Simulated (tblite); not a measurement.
Run record: molecular-dynamics run, `[H]/N=C\C[C@@H]1C(CC1)=C`.

Computed with GFN2-xTB (tblite), gas phase: Langevin dynamics at 400 K from the optimised GFN2-xTB geometry, time step 0.5 fs, friction 0.01 fs⁻¹, 2000 steps. The command runs a driver script over a list of jobs; the input below is this job's line of settings and its coordinates in Å. «temperature» is in K, «steps» counts time steps and «every» is the stride of the printed frames; «frames» go on to single points.

Command:
```bash
OMP_NUM_THREADS=1 python probes_run.py task.json out
```

Input:
```
{"job": {"kind": "md", "xc": "GFN2-xTB", "basis": "xTB", "temperature": 400, "steps": 2000, "every": 50, "frames": 5}, "charge": 0, "multiplicity": 1}
C     -2.028578    -1.011725     1.233172
C     -1.234268    -0.046295     0.821708
C     -1.454215     1.387040     0.419591
C      0.033965     1.475250     0.032931
C      0.244710     0.027345     0.524503
C      0.759448    -0.967957    -0.514766
C      2.192294    -0.696389    -0.861118
N      2.703001    -0.531026    -1.992947
H     -3.085402    -0.853962     1.369698
H     -1.656737    -1.998465     1.454173
H     -1.747525     2.037701     1.242835
H     -2.160090     1.527263    -0.398391
H      0.207208     1.599270    -1.034042
H      0.605400     2.229358     0.569224
H      0.863245    -0.037176     1.423804
H      0.691434    -1.976901    -0.097479
H      0.136658    -0.926416    -1.413009
H      2.872042    -0.631205    -0.014268
H      2.047604    -0.596459    -2.773082
```

Estimate the output. One trajectory will do; the random numbers aren't given.

```
t/fs     T/K      E/eV
    0.0   325.0   -637.96020
   25.0   227.2   -637.41463
   50.0   257.0   -637.12270
   75.0   360.2   -637.43676
  100.0   481.6   -637.34115
  125.0   426.0   -636.93013
  150.0   399.1   -636.87550
  175.0   450.8   -637.16271
  200.0   346.6   -637.10656
  225.0   348.2   -637.11023
  250.0   340.7   -637.17510
  275.0   384.5   -637.17357
  300.0   449.5   -637.02166
  325.0   501.1   -636.89219
  350.0   435.2   -636.90115
  375.0   434.4   -636.71808
  400.0   553.1   -637.21401
  425.0   431.4   -637.10922
  450.0   482.6   -637.10566
  475.0   376.1   -637.02231
  500.0   505.9   -637.15298
  525.0   437.4   -637.11771
  550.0   372.2   -637.13806
  575.0   499.1   -637.38983
  600.0   383.5   -637.10144
  625.0   291.2   -637.13102
  650.0   355.3   -637.10953
  675.0   374.9   -637.29809
  700.0   358.3   -637.26388
  725.0   269.5   -636.97505
  750.0   344.2   -637.27383
  775.0   354.0   -636.93228
  800.0   406.5   -636.97586
  825.0   364.5   -637.06542
  850.0   364.0   -636.97817
  875.0   426.0   -637.09052
  900.0   335.1   -636.92827
  925.0   415.2   -637.16688
  950.0   429.7   -637.35197
  975.0   443.9   -637.35391
 1000.0   369.3   -637.18801
```

E is the potential energy; T comes from the kinetic energy over all 3N coordinates.

Sum up the printed frames.

41 frames over 1000 fs. T runs from 227 K (25 fs) to 553 K (400 fs), with a mean of 393 K over all frames and 386 K from 500 fs on. E starts at -637.960 eV, peaks 1.242 eV above that at 375 fs, and averages 0.818 eV above it from 500 fs on.

Give the last frame.

0.36 Å rms from the start after alignment:
```
atom  x, y, z in Å  |  force x, y, z in eV/Å
C1     -1.103    0.821    1.796   -1.631   0.413   0.524
C2     -0.384    1.020    0.711    0.090  -1.631   1.819
C3     -0.411    2.157   -0.226    2.740  -0.683  -0.153
C4      1.098    1.679   -0.564   -0.830   0.624  -0.225
C5      0.938    0.369    0.290   -0.818   1.377  -0.214
C6      0.910   -0.920   -0.518   -1.619  -0.877  -0.021
C7      2.312   -1.141   -0.918    1.768  -0.405  -2.549
N8      2.758   -1.141   -2.143   -1.602   0.205   2.374
H9     -1.907    1.579    1.999    0.680  -0.924  -0.098
H10    -1.126   -0.048    2.470    0.461   0.658  -0.516
H11    -0.407    3.133    0.275   -0.573  -0.262  -0.621
H12    -1.100    1.946   -1.036   -0.024   0.677  -0.036
H13     1.292    1.593   -1.629    0.006  -0.420  -0.077
H14     1.824    2.393   -0.187    0.070  -0.106   0.280
H15     1.661    0.243    1.125   -0.451   0.251  -0.446
H16     0.388   -1.787    0.040    1.197   1.135  -0.284
H17     0.258   -0.839   -1.425    0.494   0.299   0.427
H18     3.092   -1.217   -0.132   -0.635  -0.092  -0.528
H19     1.974   -0.996   -2.816    0.677  -0.238   0.342
```

Time: 9.9 s wall; peak memory 0.18 GiB. Hardware: one thread, Arm Neoverse V2 (aarch64), no GPU, shared host with 32 logical CPUs at a one-minute load of 9.3.
